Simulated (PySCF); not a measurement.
Level of theory: PBE-D3(BJ)/def2-TZVP // B3LYP-D3(BJ)/def2-TZVP (PySCF). Isolated molecules, 0 K electronic values unless said otherwise. Excitations are Tamm–Dancoff values on a coarser integration grid. The basis has no diffuse functions, so Rydberg states are missing or too high.

Reference species (SMILES): `[Br][Al]([Br])[Br]` (neutral, multiplicity 1).

| Quantity | Result |
|---|---|
| S1 excitation (TDA) | 5.04 eV |
| S1 oscillator strength | 0.000 |

Changed species: `[AlH2][Br]` (2 of 3 Br replaced by H; the reference has 0 of 3 Br replaced by H).

**Question.** Predict the effect on the S1 excitation (TDA) and S1 oscillator strength.

**Answer.** the S1 excitation (TDA) falls by 0.47 eV, to 4.57 eV; the S1 oscillator strength stays essentially unchanged.
